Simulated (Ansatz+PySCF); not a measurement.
The numbers below are computed, except where a source is named.
A run of Ansatz (development build ahead of 0.2.0) on doublet NiF at this shape:

```xyz
2

Ni    0.0000    0.0000    0.0000
F     0.0000    0.0000    1.8086
```

Its results:

```yaml
Converged: yes
Total_energy: -1606.01182 hartree
Spin_squared_of_the_determinant: 1.730
Stability_test: minimum
Occupied_orbitals_by_symmetry_in_an_Abelian_subgroup_alpha;_beta: 10 A1 1 A2 4 B1 4 B2; 9 A1 1 A2 4 B1 4 B2
```

Which input gives this output? Name the method, the orbitals and the basis set, and write the input.

UHF in def2-SVP.

```yaml
crystal:
  periodic: [false, false, false]
  atoms:
    - { symbol: Ni, position_ang: [0.0, 0.0, 0.0] }
    - { symbol: F, position_ang: [0.0, 0.0, 1.80856] }
basis:
  gaussian: { orbitals: def2-SVP }
magnetization:
  spin_polarized: true
  initial_magnetization: 1
hamiltonian:
  xc: hf
```

Caution: another spin multiplicity may lie lower; the unrestricted determinant is a mixture of spin states; the determinant may break the point group.
